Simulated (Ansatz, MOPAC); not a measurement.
Molecule: BiBr2 (charge +1, singlet). SMILES of the parent species: [Bi]([Br])[Br]

Atoms: Bi1, Br2, Br3. Bonds: Bi1-Br2, Bi1-Br3.

Bond lengths (Å) and angles (degrees) optimised at PM6 with MOPAC; PM7 with MOPAC; PBE/LANL2DZ with Ansatz (a first-principles code); B3LYP/LANL2DZ with Ansatz, each started from the B3LYP-D3(BJ)/def2-TZVP structure (Ansatz) of the last column. A row stands for all coordinates that are equal there. No wavenumbers were computed at PBE/LANL2DZ, so these may be saddle points.

| coordinate | PM6 | PM7 | PBE/LANL2DZ | B3LYP/LANL2DZ | B3LYP-D3(BJ)/def2-TZVP |
|---|---|---|---|---|---|
| Bi1-Br2 | 2.461 | 2.483 | 2.600 | 2.593 | 2.519 |
| Br2-Bi1-Br3 | 100.9 | 97.0 | 101.9 | 101.5 | 101.0 |

Mean signed difference of all 2 bond lengths from B3LYP-D3(BJ)/def2-TZVP: PM6 -0.058 Å, PM7 -0.036 Å, PBE/LANL2DZ 0.081 Å, B3LYP/LANL2DZ 0.074 Å.
